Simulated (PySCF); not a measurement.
**Potential energy of CaBi along the bond**

Set-up: basis Ca def2-SVP, Bi def2-SVP with ECP60; scalar-relativistic core potentials; PySCF 2.14. Energies in eV from Ca + Bi in their ground configurations at the same level. State: ⁴Σ⁻ (quartet), unpaired electrons σ ↑, π ↑↑.

All columns are UHF. A positive dipole means Ca(−)Bi(+).

```json
{"R (Å)": "2.731", "E (eV)": "0.493", "μ (D)": "-3.62", "Mulliken charge on Ca (basis-dependent)": "0.42", "HOMO (eV)": "-5.37", "LUMO (eV)": "0.20", "Mayer bond order": "0.94", "⟨S²⟩": "3.76"}
{"R (Å)": "2.857", "E (eV)": "0.117", "μ (D)": "-3.75", "Mulliken charge on Ca (basis-dependent)": "0.40", "HOMO (eV)": "-5.44", "LUMO (eV)": "0.18", "Mayer bond order": "0.94", "⟨S²⟩": "3.76"}
{"R (Å)": "2.985", "E (eV)": "-0.109", "μ (D)": "-3.90", "Mulliken charge on Ca (basis-dependent)": "0.38", "HOMO (eV)": "-5.51", "LUMO (eV)": "0.15", "Mayer bond order": "0.93", "⟨S²⟩": "3.76"}
{"R (Å)": "3.080", "E (eV)": "-0.207", "μ (D)": "-4.01", "Mulliken charge on Ca (basis-dependent)": "0.37", "HOMO (eV)": "-5.56", "LUMO (eV)": "0.13", "Mayer bond order": "0.91", "⟨S²⟩": "3.77"}
{"R (Å)": "3.175", "E (eV)": "-0.259", "μ (D)": "-4.10", "Mulliken charge on Ca (basis-dependent)": "0.36", "HOMO (eV)": "-5.60", "LUMO (eV)": "0.11", "Mayer bond order": "0.89", "⟨S²⟩": "3.77"}
{"R (Å)": "3.270", "E (eV)": "-0.279", "μ (D)": "-4.14", "Mulliken charge on Ca (basis-dependent)": "0.35", "HOMO (eV)": "-5.64", "LUMO (eV)": "0.09", "Mayer bond order": "0.86", "⟨S²⟩": "3.78"}
{"R (Å)": "3.397", "E (eV)": "-0.269", "μ (D)": "-4.09", "Mulliken charge on Ca (basis-dependent)": "0.32", "HOMO (eV)": "-5.69", "LUMO (eV)": "0.08", "Mayer bond order": "0.81", "⟨S²⟩": "3.80"}
{"R (Å)": "3.556", "E (eV)": "-0.225", "μ (D)": "-3.78", "Mulliken charge on Ca (basis-dependent)": "0.28", "HOMO (eV)": "-5.71", "LUMO (eV)": "0.09", "Mayer bond order": "0.72", "⟨S²⟩": "3.83"}
{"R (Å)": "3.747", "E (eV)": "-0.160", "μ (D)": "-3.07", "Mulliken charge on Ca (basis-dependent)": "0.21", "HOMO (eV)": "-5.69", "LUMO (eV)": "0.15", "Mayer bond order": "0.58", "⟨S²⟩": "3.88"}
{"R (Å)": "4.000", "E (eV)": "-0.089", "μ (D)": "-2.03", "Mulliken charge on Ca (basis-dependent)": "0.13", "HOMO (eV)": "-5.58", "LUMO (eV)": "0.27", "Mayer bond order": "0.38", "⟨S²⟩": "3.91"}
```

A fit through these points gives, at Re = 3.295 Å, μ = -4.15 D and dμ/dR = 0.0448 D/Å; the reduced mass is 33.55 u.

**Question.** How strong is the fundamental in the double-harmonic approximation, I = 42.26·(dμ/dR)²/μred km/mol?

**Answer.** I = 42.26·(0.0448)²/33.55 = 0.00253 km/mol at UHF.

⟨S²⟩ of the unrestricted solution departs from its pure value on part of the curve, where spin states mix. These are scalar-relativistic numbers at best; spin–orbit coupling would shift them, the dissociation energy most. Hartree–Fock leaves out correlation, which carries a large part of most bond energies and some tenths to 1 eV of ionisation energies. The state was picked by a PBE0 search and need not be the measured ground state.
